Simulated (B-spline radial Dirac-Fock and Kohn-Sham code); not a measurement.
## L-shell conversion coefficients of Hf against transition energy

Method: a Dirac-Hartree-Slater potential of the neutral atom with a Latter tail (no hole, which puts coefficients of high multipoles low close above an edge), finite nucleus with surface currents. Computed with an atomic code on a B-spline grid. Subshells within 1 keV of threshold and pair formation are left out.

```csv
energy (keV),E1,E3,E5,M1,M2,M3
20,4.25,672000,7.97e+08,60.3,11200,2.25e+06
20.5,3.98,581000,6.93e+08,56.0,9940,1.92e+06
22.8,2.98,310000,3.69e+08,40.8,6030,965000
30.7,1.32,53600,5.48e+07,16.9,1510,145000
50,0.344,3050,1.86e+06,3.99,165,7240
53,0.293,2170,1.23e+06,3.36,127,5110
67.1,0.152,548,225000,1.68,45.3,1280
69.9,0.136,432,168000,1.49,38.0,1010
88.1,0.0717,114,31500,0.761,14.2,274
100,0.0506,55.1,12600,0.527,8.35,136
116,0.0336,23.8,4330,0.344,4.54,61.4
117,0.0328,22.7,4070,0.335,4.38,58.6
126,0.0268,14.9,2390,0.271,3.25,39.7
157,0.0147,4.42,501,0.145,1.36,12.8
200,0.00773,1.20,92.5,0.0734,0.537,3.88
239,0.00485,0.475,27.5,0.0447,0.277,1.67
240,0.00480,0.465,26.7,0.0442,0.273,1.64
244,0.00460,0.427,23.9,0.0422,0.257,1.52
437,0.00110,0.0275,0.595,0.00872,0.0342,0.123
464,0.000960,0.0214,0.420,0.00744,0.0281,0.0965
500,0.000811,0.0157,0.274,0.00612,0.0221,0.0720
536,0.000695,0.0120,0.186,0.00510,0.0177,0.0551
716,0.000376,0.00418,0.0416,0.00241,0.00731,0.0190
992,0.000198,0.00152,0.00964,0.00106,0.00285,0.00633
1000,0.000195,0.00149,0.00932,0.00104,0.00279,0.00617
1020,0.000188,0.00141,0.00860,0.000986,0.00264,0.00579
1060,0.000175,0.00126,0.00737,0.000895,0.00237,0.00512
1310,0.000119,0.000722,0.00332,0.000530,0.00134,0.00267
2000,5.76e-05,0.000267,0.000855,0.000189,0.000449,0.000798
```

**Question.** How fast do they fall between 1060 and 2000 keV?

**Answer.** As powers of the energy: E1 E^-1.75, E3 E^-2.45, E5 E^-3.39, M1 E^-2.45, M2 E^-2.62, M3 E^-2.93. Within one type (E or M) the higher multipoles fall faster.
